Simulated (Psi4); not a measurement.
hydrogen telluride (H₂Te), singlet, geometry from GFN2-xTB (all electrons, no relativity). Base run: HF/3-21G (Psi4).

Geometry (Å):
```xyz
3

Te    -0.0003     0.0437     0.0020
H     -1.1314    -1.1427    -0.0771
H      1.1449    -1.1314    -0.0289
```
All else is at Psi4's defaults, with exact integrals.
Base energy -6584.31891 Eh.

The base run was repeated with changes; each row names its change, and settings that it needs were set with it.

```tsv
change	ΔE vs base (mEh)	SCF cycles	basis functions
base	0.000	7	37
guess = gwh	0.000	9	37
ints_tolerance = 1e-8	0.000	7	37
level_shift = 0.3	0.000	7	37
e_convergence = 1e-8	0.000	7	37
d_convergence = 1e-8	0.000	9	37
guess = modhuckel	0.000	7	37
e_convergence = 1e-4	0.000	7	37
guess = huckel	0.000	7	37
guess = sap	0.000	7	37
damping_percentage = 20	0.000	13	37
```
